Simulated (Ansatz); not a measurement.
One change: `O[SiH](O)F` becomes `C[SiH2][SiH](O)F`.

Ansatz, PBE0-D4/def2-TZVP geometries, multiplicity 1. Each molecule was computed in one conformer, which needn't be the lowest.

```
                                                                                  property  `O[SiH](O)F`
                                                     HOMO energy (ωB97M-V/def2-TZVPP) / eV        -12.02
                                        size of the dipole moment (ωB97M-V/def2-TZVPP) / D          1.54
ideal-gas entropy at 298 K and 1 bar (rigid rotor, harmonic PBE0-D4/def2-TZVP) / J/(mol·K)           306
                                                      HOMO–LUMO gap (PBE0/def2-TZVPP) / eV         10.32
                                                       LUMO energy (B3LYP/def2-TZVPP) / eV          0.29
                                                   HOMO–LUMO gap (ωB97M-V/def2-TZVPP) / eV         14.18
```

Question: Give the same properties after the change, and the shifts. (Estimate.)

Answer: The calculation gave: 
```tsv
property	`C[SiH2][SiH](O)F`	shift
HOMO energy (ωB97M-V/def2-TZVPP) / eV	-10.04	1.98
size of the dipole moment (ωB97M-V/def2-TZVPP) / D	1.05	-0.49
ideal-gas entropy at 298 K and 1 bar (rigid rotor, harmonic PBE0-D4/def2-TZVP) / J/(mol·K)	379	73
HOMO–LUMO gap (PBE0/def2-TZVPP) / eV	7.75	-2.57
LUMO energy (B3LYP/def2-TZVPP) / eV	-0.45	-0.74
HOMO–LUMO gap (ωB97M-V/def2-TZVPP) / eV	11.45	-2.73
```

With PBE0 the HOMO rises by 1.65 eV and the LUMO falls by 0.92 eV, so the gap narrows by about 2.57 eV. PBE moves the HOMO by 1.21 eV and ωB97M-V by 1.98 eV. The zero-point energy changes by 104.4 kJ/mol with +15 modes. Dipoles are sizes alone; their direction can turn. Modes under 60 cm⁻¹, often nearly free rotors, make the harmonic entropy too high.

B3LYP here is the variant with VWN-RPA as its local correlation; programs differ in this.
